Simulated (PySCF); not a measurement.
Isomers of C4H3N. Gas-phase values, no solvent. Strings in code marks are SMILES.

Calculation: PBE-D3(BJ)/def2-TZVP // B3LYP-D3(BJ)/def2-TZVP in PySCF. Delta-SCF ions had no search for a lower state. Excitations are Tamm–Dancoff values on a coarser integration grid. The basis has no diffuse functions, so Rydberg states are missing or too high.

A: `N=C=C1C=C1`
B: `C#CC#CN`
C: `N#CC1C=C1`
D: `N=c1c2c1C2`
E: `C#CNC#C`
F: `C#CN=C=C`

Question: Which member has the lowest HOMO–LUMO gap?

Answer: A (2.56 eV); next is D (3.13 eV).
